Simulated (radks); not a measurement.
Effect of the nuclear size on neutral copper, [Ar] 3d10 4s1. Calculated with a radial shooting solver on a logarithmic mesh with Libxc functionals: Dirac Kohn-Sham, BLYP, spin-unpolarised, spherical densities, finite nucleus; Fermi nuclear charge, rms radius 3.8823 fm. The rms radius is varied about that value; shifts are against it.

| rms radius (fm) | total energy shift (eV) | density at nucleus (e/bohr^3) | 1s1/2 shift (meV) | 2s1/2 shift (meV) | 2p1/2 shift (meV) | 3s1/2 shift (meV) |
|---|---|---|---|---|---|---|
| 3.2417 | -0.0594 | 2.242e+04 | -25.3 | -2.39 | 0.202 | -0.354 |
| 3.5795 | -0.0293 | 2.23e+04 | -12.5 | -1.18 | 0.100 | -0.175 |
| 3.8823 | 0 | 2.22e+04 | 0.000 | 0.000 | 0.000 | 0.000 |
| 4.1075 | 0.0233 | 2.214e+04 | 9.90 | 0.937 | -0.079 | 0.139 |
| 4.6859 | 0.0888 | 2.199e+04 | 37.7 | 3.57 | -0.302 | 0.529 |

Slopes of the eigenvalues against <r^2> in GHz/fm^2, as finite differences over the two radii next to the reference (eigenvalue slopes, not the field-shift constants of lines): 1s1/2 1330, 2s1/2 126, 2p1/2 -10.7, 3s1/2 18.7.
